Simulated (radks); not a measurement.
Effect of the nuclear size on the chromium ion Cr2+, [Ar] 3d4. Calculated with a radial shooting solver on a logarithmic mesh with Libxc functionals: Dirac Kohn-Sham, LDA (Slater exchange, Perdew-Wang correlation), spin-unpolarised, spherical densities, finite nucleus; open shells are shared between the two j in proportion to 2j + 1; Fermi nuclear charge, rms radius 3.6452 fm. The rms radius is varied about that value; shifts are against it.

rms radius (fm),total energy shift (eV),density at nucleus (e/bohr^3),1s1/2 shift (meV),2s1/2 shift (meV),3s1/2 shift (meV)
3.0474,-0.0221,1.144e+04,-9.38,-0.819,-0.118
3.4885,-0.00616,1.138e+04,-2.62,-0.228,-0.033
3.6452,0,1.136e+04,0.000,0.000,0.000
3.8056,0.00658,1.135e+04,2.79,0.244,0.035
4.3305,0.0300,1.129e+04,12.7,1.11,0.160

Slopes of the eigenvalues against <r^2> in GHz/fm^2, as finite differences over the two radii next to the reference (eigenvalue slopes, not the field-shift constants of lines): 1s1/2 565, 2s1/2 49.4, 3s1/2 7.10.
